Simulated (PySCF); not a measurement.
F₄Sn, SMILES [F][Sn-]([F])([F])[F] (connectivity only; charge and spin as stated), charge -1, multiplicity 2.

Geometry optimised at B3LYP-D3(BJ)/def2-SVPD. The geometry has at least one imaginary mode, so it is a saddle point at that level. The def2 effective core potentials stand for the cores of Sn; spin–orbit coupling is left out.

Computed with B3LYP-D3(BJ)/def2-SVPD (PySCF).

Frequencies are harmonic and unscaled.

Modes within 1.5 cm⁻¹ of each other (mostly degenerate sets) share a row, with their intensities summed.

### Question
Give all harmonic wavenumbers and intensities. (Estimate from the structure and the level; the computed values follow.)

### Answer

```
mode  ν (cm⁻¹)  IR (km/mol)  moving atoms (share of kinetic energy)
----  --------  -----------  --------------------------------------
1–3        44i         18.1                         F 83 %, Sn 17 %
4–5        102          0.0                                 F 100 %
6–9        455        511.6                         F 78 %, Sn 22 %
```
